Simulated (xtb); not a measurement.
Mg(Cl)(Et) (C₂H₅ClMg), SMILES C[CH2][Mg][Cl]. All values are semi-empirical tight-binding results from xtb (GFN2-xTB unless named), good for trends rather than for accurate numbers. Geometry: GFN2-xTB. One conformer was computed; it need not be the lowest.

Optimised geometry:

```xyz
9

Mg     0.5779    -0.4686     0.7398
Cl     0.3832     1.6852     0.6721
C     -0.4129    -1.7789    -0.5897
C     -1.0642    -0.9091    -1.6488
H     -1.1727    -2.3531    -0.0569
H      0.2848    -2.4778    -1.0522
H     -0.3129    -0.3479    -2.2104
H     -1.7578    -0.1962    -1.1955
H     -1.6273    -1.5216    -2.3585
```

For metal compounds this method's bond lengths and energies can be far off.

The orbital gap is 2.51 eV, the zero-point energy comes out as 39.7 kcal/mol and the G − E(el) at 298.15 K (modified RRHO) comes out as 20.2 kcal/mol.

Computed atomic charges and the Wiberg bond orders between heavy atoms:
charges (e) Mg1 0.43, Cl2 -0.41, C3 -0.16, C4 -0.11, H5 0.04, H6 0.04, H7 0.05, H8 0.06, H9 0.05. Bond orders Mg1–Cl2 0.87, Mg1–C3 0.85, C3–C4 1.04.
